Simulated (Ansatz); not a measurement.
Stepwise reaction of `[OH][GeH2][OH]` with water, as a gas-phase model of exchange steps in deposition or etching. ΔE in kJ/mol.

Gas-phase electronic energies from Ansatz, PBE0-D4/def2-TZVP geometries. CCSD(T)/CBS adds triple-zeta CCSD(T) − MP2 to the extrapolated MP2 energy (def2 sets, frozen cores). This one scheme is used for every species. DFT in def2-TZVPP. B3LYP here is the variant with VWN-RPA as its local correlation; programs differ in this. For Ge outer-core shells are correlated without core-valence functions, which leaves a few kJ/mol of doubt a bond. Scalar relativity is left out up to krypton. One conformer a species, not always the lowest.

| step | reaction | PBE-D4 | B3LYP-D4 | ωB97M-V | CCSD(T)/CBS |
| --- | --- | --- | --- | --- | --- |
| 1 | `[OH][GeH2][OH]` + H₂O → `[OH][GeH]([OH])[OH]` + H₂ | -31.8 | -34.8 | -35.7 | -33.9 |

Question: Give the row of step 2, `[OH][GeH]([OH])[OH]` + H₂O → `[OH][Ge]([OH])([OH])[OH]` + H₂. (Estimate.)

Answer: Ansatz gave: 
| step | reaction | PBE-D4 | B3LYP-D4 | ωB97M-V | CCSD(T)/CBS |
| --- | --- | --- | --- | --- | --- |
| 2 | `[OH][GeH]([OH])[OH]` + H₂O → `[OH][Ge]([OH])([OH])[OH]` + H₂ | -25.1 | -28.3 | -29.2 | -28.1 |

Question: By hand: ΔE of the 2 steps together at CCSD(T)/CBS.

Answer: (-33.9) + (-28.1) = -62.0 kJ/mol, or -31.0 kJ/mol a step.

In ΔE each step is higher than the one before. All are downhill at CCSD(T)/CBS. PBE-D4 differs from CCSD(T)/CBS by 2.1 to 3.0 kJ/mol a step. Isolated molecules leave out the surface, adducts and barriers. Largest T1 diagnostic: 0.012.
